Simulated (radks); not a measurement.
Effect of the nuclear size on neutral rhenium, [Xe] 4f14 5d5 6s2. Calculated with a radial shooting solver on a logarithmic mesh with Libxc functionals: Dirac Kohn-Sham, LDA (Slater exchange, Perdew-Wang correlation), spin-unpolarised, spherical densities, finite nucleus; open shells fill j = l - 1/2 first; Fermi nuclear charge, rms radius 5.3698 fm. The rms radius is varied about that value; shifts are against it.

rms radius (fm)  total energy shift (eV)  density at nucleus (e/bohr^3)  1s1/2 shift (meV)  2s1/2 shift (meV)  5p1/2 shift (meV)  6s1/2 shift (meV)  5d5/2 shift (meV)  6p1/2 (empty) shift (meV)
4.7039                             -15.1                      1.615e+06              -6120               -869              0.460             -0.564              0.503                      0.188
4.8328                             -12.3                      1.599e+06              -4970               -707              0.374             -0.459              0.409                      0.153
5.3698                                 0                       1.54e+06              0.000              0.000              0.000              0.000              0.000                      0.000
5.5846                              5.15                      1.519e+06               2080                296             -0.156              0.192             -0.171                     -0.064
6.578                               30.6                      1.433e+06              12400               1760             -0.928               1.14              -1.02                     -0.380

Slopes of the eigenvalues against <r^2> in GHz/fm^2, as finite differences over the two radii next to the reference (eigenvalue slopes, not the field-shift constants of lines): 1s1/2 218000, 2s1/2 31000, 5p1/2 -16.4, 6s1/2 20.1, 5d5/2 -17.9, 6p1/2 (empty) -6.68.
